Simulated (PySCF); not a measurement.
Si(I)(NMe2) (C2H6INSi), SMILES I[Si]N(C)C (connectivity only; charge and spin as stated), neutral, multiplicity 1.

The structure is a stationary point at B3LYP-D3(BJ)/def2-SVP. The def2 effective core potentials stand for the cores of I; spin–orbit coupling is left out. Other conformers were not sampled.

Vertical ionisation energy (IE) and electron affinity (EA) in eV. Rows of orbital energies are one-electron estimates. Where ΔSCF, EOM or ADC give a negative EA the extra electron is unbound and the value depends on the basis.

| level | IE | EA |
|---|---|---|
| −ε(HOMO), −ε(LUMO), ωB97X/def2-TZVP (PySCF) | 8.87 | -0.14 |
| −ε(HOMO), −ε(LUMO), PBE/def2-TZVP (PySCF) | 5.74 | 2.55 |
